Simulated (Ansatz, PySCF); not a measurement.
Reaction (SMILES): O=BB=O [oxo(oxoboranyl)borane] → O=BB=O as doublet, charge -1 (an electron is taken up)
Geometries: B3LYP-D3(BJ)/def2-TZVP minima from Ansatz (a first-principles code), one conformer each, not searched for the lowest. A spin state is the lowest found, not a proven ground state.

Property: adiabatic electron affinity (electronic energy difference), positive where the reaction releases energy, in eV. Valence correlation only, unless marked. UHF or UKS for open shells. No spin-orbit coupling. No relativistic terms. Anions need diffuse functions: aug- sets have them; def2-D sets add few; the other sets have none. CBS marks a two-point X^-3 extrapolation of the correlation energy; Hartree-Fock from the larger set. The bracket is a focal-point correction in the basis named.

```json
[
 {"level": "BLYP/def2-TZVPD", "program": "Ansatz", "adiabatic electron affinity (eV)": "0.43"},
 {"level": "r2SCAN/def2-TZVPD", "program": "Ansatz", "adiabatic electron affinity (eV)": "0.61"},
 {"level": "r2SCANh-D4/def2-TZVPD", "program": "Ansatz + dftd4", "adiabatic electron affinity (eV)": "0.61"},
 {"level": "MN15/def2-TZVPD", "program": "PySCF", "adiabatic electron affinity (eV)": "?"},
 {"level": "RPA@PBE/cc-pVQZ", "program": "Ansatz", "adiabatic electron affinity (eV)": "?"},
 {"level": "CCSD/6-31G", "program": "Ansatz", "adiabatic electron affinity (eV)": "?"},
 {"level": "RI-MP2/CBS(aug-cc-pVTZ,aug-cc-pVQZ)+[CCSD(T)-MP2]/aug-cc-pVTZ", "program": "Ansatz", "adiabatic electron affinity (eV)": "0.32"}
]
```

Some entries are withheld; supply them.


- MN15/def2-TZVPD, adiabatic electron affinity (eV): 0.40
- RPA@PBE/cc-pVQZ, adiabatic electron affinity (eV): 0.59
- CCSD/6-31G, adiabatic electron affinity (eV): -0.69
